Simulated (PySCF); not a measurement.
C3H9B, charge -1, doublet, geometry from GFN2-xTB (a state made from the parent by changing its charge; the spin is typed, not shown lowest) (in this run its highest filled SCF level lies above zero, so its values depend strongly on the basis, on diffuse functions most of all); R2SCAN/6-31G run with PySCF.

Input for PySCF:
```python
from pyscf import gto, scf, dft

mol = gto.Mole()
mol.atom = '''
    B     0.079280    0.357333    0.199331
    C     1.522282   -0.168421   -0.380251
    H     1.452874   -1.122396   -0.938518
    H     2.260413   -0.347032    0.413390
    H     1.987153    0.543984   -1.075218
    C    -0.559031   -0.656128    1.321847
    H    -0.818263   -1.654584    0.918818
    H    -1.486684   -0.270028    1.765686
    H     0.124290   -0.847582    2.160312
    C    -0.984188    0.730179   -0.994238
    H    -1.923038    1.152787   -0.611392
    H    -1.282197   -0.141840   -1.608503
    H    -0.585324    1.466249   -1.705374
'''
mol.basis = '6-31g'
mol.charge = -1
mol.spin = 1
mol.verbose = 4
mol.build()

mf = dft.UKS(mol)
mf.xc = 'r2scan'
mf.kernel()
```

### Question
What does PySCF print? Leave out banner, timings and long lists.

### Answer

```
PySCF version 2.14.0

[INPUT] verbose = 4
[INPUT] num. atoms = 13
[INPUT] num. electrons = 33
[INPUT] charge = -1
[INPUT] spin (= nelec alpha-beta = 2S) = 1
[INPUT] symmetry False subgroup None
[INPUT] Mole.unit = angstrom
[INPUT] Symbol           X                Y                Z      unit          X                Y                Z       unit  Magmom
[INPUT]  1 B      0.079280000000   0.357333000000   0.199331000000 AA    0.149817487156   0.675261505269   0.376680998136 Bohr   0.0
[INPUT]  2 C      1.522282000000  -0.168421000000  -0.380251000000 AA    2.876696064355  -0.318269563625  -0.718570248592 Bohr   0.0
[INPUT]  3 H      1.452874000000  -1.122396000000  -0.938518000000 AA    2.745533953501  -2.121021043307  -1.773541982975 Bohr   0.0
[INPUT]  4 H      2.260413000000  -0.347032000000   0.413390000000 AA    4.271561498406  -0.655795436460   0.781193882634 Bohr   0.0
[INPUT]  5 H      1.987153000000   0.543984000000  -1.075218000000 AA    3.755174937608   1.027980776145  -2.031867544203 Bohr   0.0
[INPUT]  6 C     -0.559031000000  -0.656128000000   1.321847000000 AA   -1.056415485142  -1.239902222659   2.497928808578 Bohr   0.0
[INPUT]  7 H     -0.818263000000  -1.654584000000   0.918818000000 AA   -1.546292967865  -3.126710610087   1.736314378321 Bohr   0.0
[INPUT]  8 H     -1.486684000000  -0.270028000000   1.765686000000 AA   -2.809425593773  -0.510278965964   3.336662961979 Bohr   0.0
[INPUT]  9 H      0.124290000000  -0.847582000000   2.160312000000 AA    0.234874060022  -1.601697848111   4.082398023611 Bohr   0.0
[INPUT] 10 C     -0.984188000000   0.730179000000  -0.994238000000 AA   -1.859845775083   1.379838331909  -1.878837522635 Bohr   0.0
[INPUT] 11 H     -1.923038000000   1.152787000000  -0.611392000000 AA   -3.634015147131   2.178451709959  -1.155363434750 Bohr   0.0
[INPUT] 12 H     -1.282197000000  -0.141840000000  -1.608503000000 AA   -2.423001167739  -0.268038753508  -3.039630140541 Bohr   0.0
[INPUT] 13 H     -0.585324000000   1.466249000000  -1.705374000000 AA   -1.106102054135   2.770809040417  -3.222689799954 Bohr   0.0

nuclear repulsion = 110.636391798062
number of shells = 38
number of NR pGTOs = 124
number of NR cGTOs = 54
basis = 6-31g
ecp = {}

******** <class 'pyscf.dft.uks.UKS'> ********
method = UKS
initial guess = minao
damping factor = 0
level_shift factor = 0
DIIS = <class 'pyscf.scf.diis.CDIIS'>
diis_start_cycle = 1
diis_space = 8
diis_damp = 0
SCF conv_tol = 1e-09
SCF conv_tol_grad = None
SCF max_cycles = 50
direct_scf = True
direct_scf_tol = 1e-13
number electrons alpha = 17  beta = 16
XC library pyscf.dft.libxc version 7.1.2
    S. Lehtola, C. Steigemann, M. J. T. Oliveira, and M. A. L. Marques,  SoftwareX 7, 1–5 (2018)
XC functionals = r2scan
    J. W. Furness, A. D. Kaplan, J. Ning, J. P. Perdew, and J. Sun,  J. Phys. Chem. Lett. 11, 8208–8215 (2020)
    J. W. Furness, A. D. Kaplan, J. Ning, J. P. Perdew, and J. Sun,  J. Phys. Chem. Lett. 11, 9248–9248 (2020)
    J. W. Furness, A. D. Kaplan, J. Ning, J. P. Perdew, and J. Sun,  J. Phys. Chem. Lett. 11, 8208–8215 (2020)
    J. W. Furness, A. D. Kaplan, J. Ning, J. P. Perdew, and J. Sun,  J. Phys. Chem. Lett. 11, 9248–9248 (2020)
radial grids:
    Treutler-Ahlrichs [JCP 102, 346 (1995); DOI:10.1063/1.469408] (M4) radial grids

becke partition: Becke, JCP 88, 2547 (1988); DOI:10.1063/1.454033
pruning grids: <function nwchem_prune>
grids dens level: 3
symmetrized grids: False
atomic radii adjust function: <function treutler_atomic_radii_adjust>
small_rho_cutoff = 0
Set gradient conv threshold to 3.16228e-05
tot grids = 144672
init E= -144.19163858173

cycle= 1 E= -144.222546725588  delta_E= -0.0309  |g|= 0.534  |ddm|= 2.14
cycle= 2 E= -144.0949422397  delta_E= 0.128  |g|= 0.708  |ddm|= 2.07
cycle= 3 E= -144.4064969482  delta_E= -0.312  |g|= 0.017  |ddm|= 1.31
cycle= 4 E= -144.406645065724  delta_E= -0.000148  |g|= 0.0129  |ddm|= 0.0573
cycle= 5 E= -144.406755480091  delta_E= -0.00011  |g|= 0.00201  |ddm|= 0.0263
cycle= 6 E= -144.406760710199  delta_E= -5.23e-06  |g|= 0.000548  |ddm|= 0.00645
cycle= 7 E= -144.406761145154  delta_E= -4.35e-07  |g|= 0.000204  |ddm|= 0.00216
cycle= 8 E= -144.406761190245  delta_E= -4.51e-08  |g|= 3.39e-05  |ddm|= 0.000712
cycle= 9 E= -144.406761192196  delta_E= -1.95e-09  |g|= 8.62e-06  |ddm|= 0.000205
cycle= 10 E= -144.406761192284  delta_E= -8.73e-11  |g|= 5.93e-06  |ddm|= 3e-05
Extra cycle  E= -144.406761192268  delta_E= 1.55e-11  |g|= 8.22e-06  |ddm|= 1.69e-05
converged SCF energy = -144.406761192268  <S^2> = 0.75487728  2S+1 = 2.0048713
```
